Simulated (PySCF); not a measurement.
P+ (phosphorus, charge +1): PBE0 calculation

Configuration: [Ne] 3s2 3p2, high-spin 3P determinant. All numbers are calculated (PySCF 2.14, the spin-free X2C one-electron Hamiltonian (Gaussian nucleus), in x2c-QZVPPall with one added diffuse shell each of s, p, d, f type (10s7p5d3f1g, 86 functions)).

```
Total energy                                                  : -341.5837 hartree
One-electron energy                                           : -467.0000 hartree
Hartree (Coulomb) energy                                      : 148.2620 hartree
Exchange-correlation energy                                   : -22.8457 hartree
⟨S²⟩                                                          : 2.0051
⟨L²⟩                                                          : 2.017
Sum of ⟨r⟩                                                    : 12.02 bohr
Sum of ⟨r²⟩                                                   : 20.55 bohr²
Traceless quadrupole moment −½Σ⟨3z² − r²⟩ along its main axis : 1.99 e·bohr²
Langevin diamagnetic susceptibility                           : -16.3 ×10⁻⁶ cm³/mol
```

```tsv
shell	electrons	mean orbital energy (eV)	spread (eV)	rms radius, mean of both spins (bohr)
1s α	1	-2118.9	0	0.120
1s β	1	-2118.6	0	0.120
2s α	1	-192.78	0	0.565
2s β	1	-192.48	0	0.565
2p α	3	-141.13	0.091	0.542
2p β	3	-140.66	0.561	0.542
3s α	1	-25.946	0	1.96
3s β	1	-23.168	0	1.96
3p α	2	-16.320	0	2.29
```

Densities and radii are taken from the X2C orbitals without a picture-change correction, which distorts them close to the nucleus.
